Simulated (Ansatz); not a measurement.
GeH3IO, SMILES `[OH][GeH2][I]`, relaxed with RKS PBE0-D4/def2-TZVP in the Gaussian-basis code of Ansatz from a PBE-D4/def2-SVP geometry. The force threshold is 0.005 eV/Å; the program also tests the step.

Charge 0, multiplicity 1. I takes the def2 core potential.

Start:

```xyz
6

O    -0.814   -0.644    1.041
Ge   -0.057    0.027   -0.438
I     2.462    0.270   -0.133
H    -0.663   -0.065    1.812
H    -0.594    1.448   -0.762
H    -0.334   -1.036   -1.520
```

Q: By how much does the energy fall, and how many steps does the optimiser take? (An estimate is asked.)

A: Ansatz gave: 0.57 kcal/mol, in 6 steps.

Q: Which bonds change most? (Estimate.)

A: Computed: Ge2–I3 from 2.549 to 2.517 Å; O1–Ge2 from 1.791 to 1.769 Å; Ge2–H5 from 1.553 to 1.536 Å; O1–H4 from 0.976 to 0.960 Å.

Q: Give the relaxed structure. (An estimate is asked.)

A: Ansatz gave: 
```xyz
6

O    -0.803   -0.615    1.029
Ge   -0.063    0.027   -0.443
I     2.421    0.261   -0.105
H    -0.625   -0.077    1.804
H    -0.598    1.429   -0.767
H    -0.332   -1.025   -1.518
```
